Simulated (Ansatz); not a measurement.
Zr2(Cl)8 (Zr₂Cl₈), relaxed as a singlet with RKS r2SCAN-D4/def2-SVP in Ansatz, starting from the GFN1-xTB geometry. Force threshold 0.03 eV/Å.

In the def2 sets Zr takes a core potential; there is no spin–orbit coupling.

Start:

```xyz
10

Zr    1.2187    1.0969    0.3998
Cl    1.4813    2.0535    2.4651
Cl    3.1742   -0.0883    0.1413
Cl    1.5787    2.8670   -1.0162
Cl   -1.3109    1.3045    0.2642
Zr   -1.4385   -1.1872   -0.3861
Cl    0.2662   -0.5089   -1.8738
Cl   -3.6612   -0.8728   -0.8477
Cl   -1.4303   -3.4705   -0.6118
Cl    0.1217   -1.1942    1.4653
```

| step | energy (eV) | largest force component (eV/Å) | SCF passes |
| --- | --- | --- | --- |
| 1 | -102724.6047 | 0.887 | 18 |
| 2 | -102724.6137 | 0.798 | 27 |
| 3 | -102724.7584 | 0.217 | 21 |
| 4 (rejected) | -102724.7483 | 0.642 | 26 |
| 5 | -102724.7702 | 0.073 | 20 |
| 6 | -102724.7708 | 0.051 | 22 |
| 7 | -102724.7714 | 0.005 | 21 |

Force components are those of the run's own axes.

End:

```xyz
10

Zr    1.213    1.136    0.470
Cl    1.545    2.119    2.542
Cl    3.126   -0.170    0.141
Cl    1.585    2.876   -1.030
Cl   -1.342    1.353    0.267
Zr   -1.411   -1.203   -0.435
Cl    0.218   -0.528   -2.024
Cl   -3.688   -0.861   -0.846
Cl   -1.358   -3.528   -0.603
Cl    0.112   -1.194    1.518
```

By distances, no bond broke or formed. The bond that changes most is Zr1–Cl7, from 2.94 to 3.16 Å (atoms count from 1).

No frequencies were taken in this run, so the end may be a saddle point.

It took 32 s on 2 threads of AMD EPYC 7R13 on a shared host and a share (18 GiB) of an NVIDIA H100 80GB HBM3, peak host memory 0.88 GiB.
